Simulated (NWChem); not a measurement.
C4H9O2, doublet; SMILES CC(COC)[O]

```xyz
15

C      0.5221    -1.8466    -0.4773
O     -0.7073    -1.1971    -0.1990
C     -0.6396    -0.2945     0.8599
C      0.0822     1.0773     0.4771
C     -0.5854     1.7443    -0.7313
O      1.4013     0.8150     0.3159
H      1.3025    -1.1052    -0.7100
H      0.3512    -2.4964    -1.3387
H      0.8557    -2.4493     0.3802
H     -0.1146    -0.7155     1.7287
H     -1.6694    -0.0414     1.1300
H     -0.0760     1.6764     1.3989
H     -0.0523     2.6661    -0.9842
H     -0.5572     1.0771    -1.5973
H     -1.6314     1.9972    -0.5196
```
Atoms are numbered in this order, from 1.

Results from NWChem. Spin-unrestricted. All runs use the structure optimised with B3LYP/6-31G* (spherical d), spin-unrestricted. No stability test was run on the SCF state. Level: PBE/def2-SVP with SMD (1 M gas to 1 M solution), gas-phase geometry. Reactions with the solvent are ignored.

```tsv
solvent	dielectric constant	solvation free energy (kcal/mol)	cavity-dispersion-structure term (kcal/mol)	dipole in solution (D)
water	78.4	-4.3	3.7	2.60
acetone	20.5	-5.6	-1.3	2.18
benzene	2.27	-4.3	-2.0	1.89
ethylene glycol	40.2	-3.2	4.7	2.58
chloroform	4.71	-4.7	-0.7	2.11
n-hexane	1.88	-3.7	-1.8	1.83
methanol	32.6	-6.0	1.8	2.57
```
